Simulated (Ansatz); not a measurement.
Relaxation of FGeH₅S (8 atoms, charge 0, multiplicity 1), to a largest force component of 0.03 eV/Å in at most 50 steps.

Level of theory: RKS B3LYP/def2-SVP (Ansatz 0.2.0).

```xyz
8
Properties=species:S:1:pos:R:3:forces:R:3
Ge 0.264 0.049 -0.150 0.33 0.15 -1.32
F 0.118 -0.172 1.552 -0.07 -0.16 1.23
H 1.784 -0.013 -0.411 0.00 0.00 0.00
H -0.305 1.429 -0.504 0.00 0.01 0.01
H -0.459 -1.118 -0.839 0.00 0.00 0.00
S -3.021 0.144 0.928 0.25 -0.05 0.48
H -3.194 -1.193 0.828 0.00 0.00 0.01
H -1.979 0.001 1.820 -0.51 0.06 -0.40
```

**Question.** Where does it end, and by what steps?

**Answer.** It converged. After 7 steps the energy has fallen by 0.080 eV; S6 moved furthest, 0.36 Å.

```tsv
step	energy less start (eV)	largest force component (eV/Å)	accepted
0	0.0000	1.319	yes
1	-0.0621	0.523	yes
2	-0.0728	0.162	yes
3	-0.0747	0.099	yes
4	-0.0779	0.066	yes
5	-0.0790	0.043	yes
6	-0.0796	0.052	yes
7	-0.0797	0.017	yes
```

```xyz
8
Properties=species:S:1:pos:R:3
Ge 0.406 0.073 -0.235
F 0.066 -0.162 1.480
H 1.938 -0.024 -0.356
H -0.120 1.468 -0.605
H -0.303 -1.066 -0.984
S -3.296 0.094 1.161
H -3.402 -1.246 1.013
H -2.080 -0.011 1.750
```

Whether the end is a true minimum wasn't checked by a vibrational analysis.

Run time: 31 s on 2 threads of Arm Neoverse N1 (shared host), peak memory 0.19 GiB.
